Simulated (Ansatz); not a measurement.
Saddle point of Si₂NH₁₀F, closed shell (Si₂H₆ ([SiH3][SiH3]) + NH₃ + HF → Si₂NH₇ ([NH2][SiH2][SiH3]) + HF + H₂; bonds formed: Si1–N7, H2–H8, H6–F9; bonds broken: Si1–H2, H6–N7, H8–F9), PBE0-D4/def2-TZVP structure:

```
14
angstrom
Si -0.8662 -0.1685 -0.2614
H 0.8638 -1.0105 -0.1821
H -1.3547 -1.5557 -0.4274
H -2.1546 0.6272 -0.1530
Si 0.3990 0.8701 -1.9155
H 0.2507 -0.5729 1.8935
N -0.4255 0.1924 1.5389
H 1.1217 -1.3841 0.6851
F 1.2463 -1.6271 1.8362
H 1.0578 -0.1684 -2.7462
H -0.3672 1.8065 -2.7861
H 1.4448 1.6570 -1.2018
H 0.0511 1.0874 1.6152
H -1.2671 0.2465 2.1047
```

Energies are electronic, without zero-point energy. Barriers and step energies count from the start structure reached by relaxing down the imaginary mode; all methods use the PBE0-D4 structures, on which another method's saddle can fall below an end. Ansatz 0.2.0; basis: def2-TZVPP, with def2-QZVPP for the basis limit; cores frozen in the correlated methods. B3LYP uses VWN-RPA correlation. Extrapolation: Hartree–Fock as exp(−7.88 √X), correlation as X^−2.97.

```csv
method,barrier (kJ/mol),step energy (kJ/mol)
SPW92,72.0,4.3
PBE-D4,110.5,1.0
BLYP-D4,?,-4.7
r2SCAN-D4,?,-0.9
B97M-V,134.4,6.2
PBE0-D4,129.1,2.6
B3LYP-D4,138.1,-2.1
r2SCAN0-D4,?,0.9
BHLYP-D4,159.3,-0.1
CAM-B3LYP-D4,142.8,-0.1
wB97X-V,148.0,0.3
wB97M-V,144.3,-0.8
B2PLYP,152.7,1.7
PBE-QIDH,145.7,1.9
RPA on PBE,157.8,1.6
HF,225.2,10.8
MP2,149.2,-6.1
CCSD,168.6,3.4
CCSD(T),156.7,0.8
```

Question: Fill in the withheld barriers. (An estimate is asked for; the value comes from the calculation.)

Answer: Computed: r2SCAN-D4 122.2; r2SCAN0-D4 136.3; BLYP-D4 123.7 kJ/mol. Each is the energy of the saddle less that of the start structure, by the same method.

For comparison, the barrier by CCSD(T) at an estimated basis limit (MP2 extrapolated from triple and quadruple zeta, plus CCSD(T) − MP2 in triple zeta) is 152.2 kJ/mol.

T1 diagnostic: at most 0.013.

Labels in which every atom is bracketed show which atoms are joined, not bond orders.

For scale, one of the runs: CCSD(T)/def2-TZVPP, 286 basis functions, launched by `ansatz run in.yaml --threads 8 --pin off --events-out ev --progress --plain --max-ram 19148MiB`. Hardware: 8 CPU threads of an Arm Neoverse V1, shared host. Wall time 2.4 min; peak host memory 8.4 GiB.
